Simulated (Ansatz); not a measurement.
The same path of C3H4SSi (9 atoms, charge 0, multiplicity 1) was run 3 times with different band settings. Lost on the way: C4–H9. Made: C2–C4, C3–H9.

The calculation used Ansatz, UKS PBE-D4/6-31G*.

Relaxed end points:

```xyz
9
Properties=species:S:1:pos:R:3
Si -0.845 -0.902 -1.606
C -0.095 -0.135 -0.124
C 0.426 0.410 0.856
C 1.008 1.009 1.989
S 1.874 2.416 1.964
H -1.788 0.076 -2.236
H 0.243 -1.249 -2.576
H -1.590 -2.143 -1.225
H 0.855 0.472 2.941
```

```xyz
9
Properties=species:S:1:pos:R:3
Si -0.633 -0.669 -1.264
C 0.099 0.051 0.298
C 0.304 0.022 1.637
C 0.887 1.103 0.931
S 1.760 2.477 0.827
H -1.558 0.355 -1.841
H 0.494 -0.934 -2.212
H -1.374 -1.934 -0.960
H 0.110 -0.517 2.568
```

Common settings: climbing image yes; optimiser quadratic models (default); start path through a guess of the saddle point; force threshold 0.03 eV/Å; iteration limit 60; end points relaxed.

| run | movable images | spring |
| --- | --- | --- |
| 1 | 7 | 5.0 eV/Å² |
| 2 | 1 | 5.0 eV/Å² |
| 3 | 7 | 0.1 eV/Å² |

What does each run give, and how far can it be trusted?

Run 1: converged after 53 iterations, highest image 2.687 eV above the first end. Neighbouring images differ by up to 2.4 eV, so the band resolves the path poorly. A vibrational analysis at the climbing image gives one clearly imaginary mode, 1003i cm⁻¹: a first-order saddle point.
Run 2: converged after 35 iterations, highest image 2.443 eV above the first end. Neighbouring images differ by up to 2.4 eV, so the band resolves the path poorly. The order of the stationary point at the top wasn't checked. So few images can step over the top or miss a turn of the path.
Run 3: not converged after 60 iterations, highest image 2.693 eV above the first end. The band didn't meet its force threshold, so its energies are provisional: the largest band force was still 0.07 eV/Å, and over the last iterations the top stayed at 2.69 eV.
